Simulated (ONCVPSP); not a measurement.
# Transferability test, ONCV potential for Ru

ruthenium, optimised norm-conserving Vanderbilt (ONCV), made with ONCVPSP 4.0.1 (PBE, scalar-relativistic). Core [Ar] 3d10, reference 4s2 4p6 4d7 5s1. Waves: 4s+5s: rc 1.85 bohr, ncon 4, nbas 9, qcut 6.7 1/bohr, 2 projectors; 4p: rc 1.60 bohr, ncon 4, nbas 8, qcut 8.3 1/bohr, 2 projectors, debl 3.3 Ha; 4d: rc 1.60 bohr, ncon 4, nbas 9, qcut 9.4 1/bohr, local. Local part: the d channel. Core correction: Teter function, fcfact 2.5, rcfact 1.7.

Energies are relative to the spin-unpolarised reference configuration 4s2 4p6 4d7 5s1; without spin polarisation the order of configurations can differ from experiment.

```tsv
valence configuration	charge	ΔE all-electron (eV)	error AE − PS (meV)
4s2 4p6 4d6 5s0	+2	25.479	-2.3
4s2 4p6 4d5 5s0	+3	56.101	-1.3
4s2 4p6 4d6 5s1 5p1	0	5.653	+0.3
```

Q: What are ΔE and the potential's error for 4s2 4p6 4d7 5s0?

A: ΔE = 7.292 eV all-electron; the error (AE − PS) is -2.9 meV.

Levels in the configuration 4s2 4p6 4d6 5s0:

```
level  all-electron (eV)  pseudo (eV)
   4s            -96.506      -96.527
   4p            -66.414      -66.418
   4d            -24.137      -24.135
```
